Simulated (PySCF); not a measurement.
AlF2I, SMILES [F][Al]([F])[I].

Geometry optimised at r2SCAN-D4/def2-SVP. The def2 effective core potentials stand for the cores of I; spin–orbit coupling is left out.

These are TDDFT-B3LYP/def2-SVPD (PySCF 2.14.0) values and carry that method's errors.

Vertical excitations. The molecule is in vacuum. State labels are in the subgroup C2v.

List the lowest excited states. (The exact figures need the calculation; the answer reports its results.)


```csv
state,symmetry,energy (eV),λ (nm),f,main pairs
S1,B2,5.09,244,0.016,HOMO→LUMO 100 %
S2,B1,5.25,236,0.034,HOMO−1→LUMO 99 %
S3,A2,5.84,212,0.000,HOMO→LUMO+1 100 %
S4,A1,6.27,198,0.025,HOMO−1→LUMO+1 88 %
S5,A1,7.43,167,0.208,"HOMO−2→LUMO 68 %, HOMO→LUMO+4 25 %"
S6,B2,7.67,162,0.094,"HOMO→LUMO+3 54 %, HOMO→LUMO+2 43 %"
S7,B2,7.73,160,0.019,"HOMO→LUMO+2 57 %, HOMO→LUMO+3 43 %"
S8,B1,7.80,159,0.041,"HOMO−1→LUMO+2 38 %, HOMO−1→LUMO+3 31 %, HOMO−2→LUMO+1 30 %"
S9,B1,7.90,157,0.028,"HOMO−1→LUMO+2 62 %, HOMO−1→LUMO+3 21 %, HOMO−2→LUMO+1 16 %"
S10,B1,7.96,156,0.052,"HOMO−2→LUMO+1 48 %, HOMO−1→LUMO+3 44 %"
T1,B2,4.79,259,0,HOMO→LUMO 98 %
T2,B1,4.92,252,0,HOMO−1→LUMO 98 %
T3,A1,5.65,220,0,HOMO−1→LUMO+1 95 %
T4,A2,5.71,217,0,HOMO→LUMO+1 99 %
```
Triplets are in the Tamm–Dancoff approximation, which puts them higher than full response would, so one can lie above its singlet here.
